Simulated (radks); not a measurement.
Question: Radial electron density D(r) = 4 pi r^2 rho(r) of an atom or ion with 14 electrons. All-electron calculation, non-relativistic Kohn-Sham, revTPSS, spin-polarised, spherical densities, point nucleus; meta-GGA in the generalised Kohn-Sham scheme. Program: a radial shooting solver on a logarithmic mesh with Libxc functionals.

```
   r/bohr * D(r) (the largest magnitude, 15.8, reaches the edge; | marks zero)
  0.01112 |      *
  0.01274 |        *
  0.01472 |          *
    0.017 |             *
  0.01947 |                *
  0.02249 |                    *
  0.02597 |                        *
  0.02976 |                             *
  0.03437 |                                  *
  0.03969 |                                        *
  0.04584 |                                             *
  0.05251 |                                                 *
  0.06065 |                                                    *
  0.07004 |                                                      *
  0.08024 |                                                      *
  0.09267 |                                                    *
    0.107 |                                                *
   0.1226 |                                           *
   0.1416 |                                      *
   0.1635 |                                 *
   0.1889 |                               *
   0.2164 |                               *
   0.2499 |                                  *
   0.2886 |                                       *
   0.3307 |                                           *
   0.3819 |                                             *
    0.441 |                                            *
   0.5053 |                                        *
   0.5835 |                                 *
   0.6739 |                        *
   0.7783 |                *
   0.8917 |           *
     1.03 |       *
    1.189 |      *
    1.363 |       *
    1.574 |       *
    1.817 |       *
    2.082 |      *
    2.404 |     *
    2.777 |   *
    3.207 | *
    3.674 |*
    4.243 |*
      4.9 *
    5.614 *
    6.484 *
    7.488 *
    8.579 *
    9.908 *
    11.44 *
    13.21 *
    15.14 *
    17.48 *
    20.19 *
    23.13 *
    26.72 *
```

What is the nuclear charge?

Answer: Z = 14. The innermost maximum, from 1s, lies near 1/Z = 0.0714 bohr (found: 0.0747), and its height grows with Z. The density is that of neutral silicon in [He] 2s2 2p5 3s2 3p2 3d1; the configuration itself is not fixed sharply by these data, and Z only to about a unit. D(r) has 3 maxima, at r = 0.0747, 0.397, 1.66 bohr, and minima at 0.198, 1.19 bohr, inside which lie 2.20, 9.31 electrons.
